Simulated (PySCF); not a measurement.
This PySCF input asks for the NMR shieldings of SMILES C([C@H]1[C@H](F)SCS[SiH2]1)[SiH3], C$_{4}$H$_{11}$FS$_{2}$Si$_{2}$; the geometry comes from GFN2-xTB.

```python
import basis_set_exchange as bse
import numpy as np
from pyscf import gto, dft
from pyscf.prop import nmr

atoms = """
F    -1.593551    1.193867   -1.761003
C    -0.716317    0.154077   -1.559640
S    -1.667628   -1.379404   -1.250349
C    -2.741747   -0.828042    0.099419
S    -1.917344   -0.568959    1.704849
Si   -0.654602    1.067065    1.114682
C     0.278074    0.514921   -0.462606
C     1.244797   -0.648423   -0.236021
Si    2.910349   -0.152858    0.540054
H    -0.218659   -0.030239   -2.519770
H    -3.468588   -1.623367    0.241954
H    -3.239169    0.089525   -0.206174
H     0.241122    1.250053    2.239772
H    -1.503635    2.215332    0.812294
H     0.833580    1.377396   -0.849532
H     1.448462   -1.122250   -1.201797
H     0.759678   -1.414699    0.372180
H     3.491187    0.920110   -0.272772
H     2.726886    0.322793    1.911092
H     3.781958   -1.326220    0.520938
"""
names = dict.fromkeys(["F", "C", "S", "Si", "H"], "pcSseg-1")
basis = {el: gto.basis.parse(bse.get_basis(n, elements=[el], fmt="nwchem")) for el, n in names.items()}
mol = gto.M(atom=atoms, basis=basis, charge=0, verbose=0)
mf = dft.RKS(mol, xc="PBE0")
mf.grids.level = 2
mf.grids.alignment = dft.numint.BLKSIZE   # the property module wants whole blocks of grid points
mf.conv_tol = 1e-9
mf.kernel()

calc = nmr.RKS(mf)   # GIAO
C = mf.mo_coeff
Co = C[:, mf.mo_occ > 0]
resp = mf.gen_response(singlet=True, hermi=2)
def vind(x):   # induced exchange potential for any number of trial vectors
    d = np.einsum("pi,xij,qj->xpq", C, 2 * x.reshape(-1, C.shape[1], Co.shape[1]), Co, optimize=True)
    return np.einsum("xpq,pi,qj->xij", resp(d - d.transpose(0, 2, 1)), C, Co, optimize=True).ravel()
mo1, _ = nmr.rhf.solve_mo1(calc, with_cphf=vind)
sigma = calc.kernel(mo1)
for i, s in enumerate(sigma):   # ppm
    w = np.linalg.eigvalsh((s + s.T) / 2)
    print("%2d %-2s iso %8.1f  s11 %8.1f  s22 %8.1f  s33 %8.1f" % (i, mol.atom_pure_symbol(i), w.mean(), *w))
```

**Question.** Give the expected output.

**Answer.** 
```
 0 F  iso    342.9  s11    273.2  s22    352.9  s33    402.8
 1 C  iso     78.6  s11     36.5  s22     69.8  s33    129.7
 2 S  iso    446.6  s11    293.8  s22    460.3  s33    585.5
 3 C  iso    153.2  s11    120.6  s22    165.2  s33    173.9
 4 S  iso    644.9  s11    388.3  s22    659.0  s33    887.4
 5 Si iso    383.2  s11    340.7  s22    392.9  s33    416.0
 6 C  iso    162.5  s11    135.1  s22    162.8  s33    189.7
 7 C  iso    176.7  s11    169.3  s22    174.0  s33    186.9
 8 Si iso    419.7  s11    387.6  s22    404.9  s33    466.5
 9 H  iso     25.9  s11     22.9  s22     25.1  s33     29.8
10 H  iso     28.4  s11     21.1  s22     27.0  s33     37.1
11 H  iso     27.0  s11     21.5  s22     26.8  s33     32.8
12 H  iso     27.1  s11     22.7  s22     25.8  s33     32.9
13 H  iso     26.3  s11     22.8  s22     24.3  s33     31.7
14 H  iso     30.5  s11     25.0  s22     30.5  s33     36.0
15 H  iso     31.4  s11     25.6  s22     31.0  s33     37.5
16 H  iso     30.0  s11     24.8  s22     30.2  s33     34.9
17 H  iso     28.0  s11     24.3  s22     26.3  s33     33.5
18 H  iso     27.7  s11     23.5  s22     27.3  s33     32.4
19 H  iso     27.8  s11     24.0  s22     25.3  s33     33.9
```

These numbers come from an equivalent density-fitted implementation of the same equations, which agrees with the script to about 0.01 ppm for H and up to a few tenths of a ppm for heavy atoms, so last digits may differ.

**Question.** Turn these shieldings into chemical shifts. Referencing at the same level of theory: 19F (σ = 170.95 ppm) vs CFCl3; 13C (σ = 186.93 ppm), 29Si (σ = 349.16 ppm), 1H (σ = 31.72 ppm) against TMS; CS2 for 33S (σ = 503.73 ppm).

**Answer.** Averaging equivalent atoms: F 0: -172.0; C 1: 108.3; C 3: 33.7; C 6: 24.4; C 7: 10.2; S 2: 57; S 4: -141; Si 5: -34.1; Si 8: -70.5; H 9: 5.81; H 13: 5.45; H 11: 4.71; H 12: 4.60; H 17/18/19: 3.88; H 10: 3.31; H 16: 1.75; H 14: 1.22; H 15: 0.37 ppm. Unscaled 19F shifts against computed CFCl3 carry errors that often reach 10 to 50 ppm.

Size and cost of the density-fitted run: 236 basis functions, 97 s wall time on 1 thread of an Arm Neoverse N1, shared host; peak memory 1.1 GiB.
